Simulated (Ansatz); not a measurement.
Input for Ansatz (an electronic-structure program): R-CCSD(T)/aug-cc-pVTZ on H2 (SMILES [H][H]) with ghost functions, monomers drawn apart or pushed together.

Ansatz 0.2 input:
```yaml
crystal:
  periodic: [false, false, false]
  atoms:
    - {symbol: H, position_ang: [-0.22379099, 0.02756926, 3.69567855]}
    - {symbol: H, position_ang: [-0.19282363, -0.01092645, 2.95288958]}
basis:
  gaussian:
    orbitals: aug-cc-pVTZ
    ghost_atoms:
      - {symbol: As, position_ang: [-0.01652219, -0.20099965, -0.24595522]}
      - {symbol: H, position_ang: [-1.13293795, 0.52466262, 0.49771225]}
      - {symbol: H, position_ang: [1.05462639, 0.42673172, 0.63978478]}
      - {symbol: H, position_ang: [-0.13015301, -1.42010948, 0.66334398]}
magnetization: {spin_polarized: false}
correlation: {method: ccsd_t, electrons: outside_noble_gas}
scf: {lower_state_search: off}
```

Program output:

```
WARN ansatz: RAYON_NUM_THREADS=1 ignored (pool sized by the plan → 1); use --threads N
Functional definition: HF
these checks for a lower state are left out or cut short: stability, starts, cluster_reference, orbital_swaps, neighbouring_geometries, increment
integrals: 0.55 GiB planned
935 factors; integrals over basis functions are off by at most 1.5e-3 eV
mean field: 0.28 GiB planned
mean field evaluation 1: about -30.7400 eV, gradient 3.6e0 eV
mean field evaluation 2: about -30.7399 eV, gradient 3.6e0 eV
mean field evaluation 4: about -30.8304 eV, gradient 6.8e-2 eV
mean field evaluation 8: about -30.8304 eV, gradient 2.4e-7 eV
mean field -30.83038052 eV, -1.1329955866 hartree, gradient 2.4e-7 eV, S^2 0.000000; 0 other end points of the search recorded, 0 dependent functions left out
reference -30.83038052 eV, -1.1329955866 hartree; 1, 1 occupied and 173, 173 virtual orbitals, 935 factors
second order -0.87157060 eV of doubles, -0.00000000 eV of singles
coupled cluster: 1.56 GiB planned
cycle   1  -1.01373430 eV  change   -1.4e-1 eV  update   2.6e-2
cycle   2  -1.07883114 eV  change   -6.5e-2 eV  update   9.1e-3
cycle   3  -1.07943653 eV  change   -6.1e-4 eV  update   1.1e-3
cycle   4  -1.07954052 eV  change   -1.0e-4 eV  update   1.8e-4
cycle   5  -1.07951131 eV  change    2.9e-5 eV  update   4.4e-5
cycle   6  -1.07949890 eV  change    1.2e-5 eV  update   1.0e-5
cycle   7  -1.07949937 eV  change   -4.7e-7 eV  update   2.7e-6
cycle   8  -1.07950021 eV  change   -8.5e-7 eV  update   6.2e-7
perturbative correction 0.00000000 eV, 0.0000000000 hartree
Total energy: -31.90988074 eV, -1.1726664878 hartree
Checks for a lower state left out: stability, starts, cluster_reference, orbital_swaps, neighbouring_geometries, increment
```

Self-consistency was reached.

Cost: around 6 core-seconds (rough).
